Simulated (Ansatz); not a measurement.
`[NH2][GeH2][O][SiH](N)Cl` + H–F → `[NH2][GeH2][O][SiH](N)F` + HCl  (ligand exchange at the Si–Cl bond)

Calculated with Ansatz (gas phase, PBE0-D4/def2-TZVP geometries, no zero-point term in ΔE). CBS: MP2 limit from def2 TZ/QZ plus the TZ coupled-cluster correction, frozen cores. This one scheme is used for every species. Functionals use def2-TZVPP. For Ge outer-core shells are correlated without core-valence functions, which leaves a few kJ/mol of doubt a bond. Scalar relativity is left out up to krypton. Each species was taken in one conformer, which may not be the lowest.

`[NH2][GeH2][O][SiH](N)Cl`:

```xyz
13

N    -1.424   -1.491   -0.498
Ge   -0.872   -0.114   -1.549
O     0.710    0.579   -1.033
Si    1.394    0.572    0.427
N     0.234    0.949    1.629
Cl    2.091   -1.295    0.967
H    -1.538   -1.233    0.474
H    -0.843   -2.317   -0.547
H    -1.883    1.033   -1.441
H    -0.630   -0.620   -2.973
H     2.580    1.449    0.354
H    -0.207    1.856    1.620
H     0.387    0.631    2.573
```

H–F:

Z-matrix (Å, degrees):
```
F
H 1 0.920
```

`[NH2][GeH2][O][SiH](N)F`:

```xyz
13

N    -0.670   -1.353   -1.509
Ge   -1.499   -0.909    0.049
O    -0.955    0.677    0.703
Si    0.471    1.406    0.523
N     1.734    0.263    0.691
F     0.672    1.993   -0.950
H     0.336   -1.407   -1.427
H    -0.902   -0.760   -2.294
H    -1.142   -1.952    1.116
H    -2.999   -0.740   -0.200
H     0.496    2.570    1.432
H     1.812   -0.270    1.543
H     2.647    0.482    0.323
```

HCl:

```xyz
2

Cl    0.509    0.371    0.108
H    -0.509   -0.371   -0.108
```

```tsv
level	ΔE (kJ/mol)
PBE-D4	-39.8
PBE0-D4	-40.2
ωB97M-V	-48.2
CCSD/def2-TZVPP	-53.5
CCSD(T)/def2-TZVPP	-50.5
SCS-MP2/def2-QZVPP	-48.5
MP2/CBS(def2)	-39.3
CCSD/CBS(def2)	-49.0
```

(1) What does CCSD(T)/CBS give? (Estimate.)

Largest T1 diagnostic among the species: 0.012.

## Answers

(1) Ansatz gave: -46.0 kJ/mol. The listed levels differ from it by 6.2, 5.8, -2.2, -7.5, -4.5, -2.5, 6.7, -3.0 kJ/mol.

In def2-TZVPP, CCSD(T) changes the Hartree–Fock value by +13.2 kJ/mol (the triples alone add +3.0 kJ/mol) and MP2 by +19.9 kJ/mol. The D4 term adds +8.6 kJ/mol with B3LYP and +4.8 kJ/mol with PBE0; it sums over pairs of atoms, weighted by their polarisabilities, and B3LYP, whose exchange is more repulsive, gets the larger term.

B3LYP here is the variant with VWN-RPA as its local correlation; programs differ in this.
